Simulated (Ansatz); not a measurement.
The lowest singlet and triplet of C3H2 (SMILES [CH]C#C); geometries from B3LYP-D3(BJ)/def2-TZVP, each state relaxed from the structure named, with no frequency check, low spin by broken symmetry.
Singlet (charge 0, multiplicity 1):
```xyz
5

C      0.0000     0.0000    -1.2646
C      0.0000     0.0000     0.0000
C      0.0000     0.0000     1.2646
H      0.0000     0.0000    -2.3260
H      0.0000     0.0000     2.3260
```
Triplet (charge 0, multiplicity 3):
```xyz
5

C     -1.22983    -0.26597    -0.14492
C     -0.00060     0.00654    -0.00586
C      1.23213     0.24104     0.16727
H     -2.23521    -0.47809    -0.41480
H      2.22503     0.58844     0.31588
```

A positive gap puts the triplet lower; no zero-point energy. R- takes a restricted singlet, here one determinant of a half-filled degenerate or near-degenerate pair, which mixes singlet states. U- takes an unrestricted singlet (broken symmetry where lower, unprojected). The triplet is unrestricted in single-reference levels.

Correlated levels freeze the cores.

Codes used: Ansatz (Gaussian basis) for Hartree–Fock, density functionals and correlated methods. Values without a source in brackets are computed.

```
level                                     gap E(singlet) − E(triplet), adiabatic (eV)
----------------------------------------  -------------------------------------------
R-wB97X-V/def2-TZVPP                                                            1.105
U-wB97X-V/def2-TZVPP (spin-contaminated)                                        0.387
R-MP2/cc-pVTZ                                                                   0.683
R-MP2/cc-pVQZ                                                                   0.609
R-SCS-MP2/cc-pVTZ                                                               0.487
R-SCS-MP2/cc-pVQZ                                                               0.398
R-CCSD/cc-pVTZ                                                                      …
R-CCSD(T)/cc-pVDZ                                                                   …
R-CCSD(T)/cc-pVTZ                                                               1.118
```

Q: Some entries are withheld; supply them.

A: 
- R-CCSD/cc-pVTZ, gap E(singlet) − E(triplet), adiabatic (eV): 1.270
- R-CCSD(T)/cc-pVDZ, gap E(singlet) − E(triplet), adiabatic (eV): 1.237

Doubts at one or more of the structures used: a restricted determinant that unrestricted orbitals would lower (R-wB97X-V/def2-TZVPP, R-MP2/cc-pVTZ, R-MP2/cc-pVQZ, R-SCS-MP2/cc-pVTZ, R-SCS-MP2/cc-pVQZ, R-CCSD/cc-pVTZ, R-CCSD(T)/cc-pVDZ, R-CCSD(T)/cc-pVTZ); a spin-contaminated determinant (R-MP2/cc-pVTZ, R-MP2/cc-pVQZ, R-SCS-MP2/cc-pVTZ, R-SCS-MP2/cc-pVQZ, R-CCSD/cc-pVTZ, R-CCSD(T)/cc-pVDZ, R-CCSD(T)/cc-pVTZ).

Ansatz is a quantum-chemistry and plane-wave program.
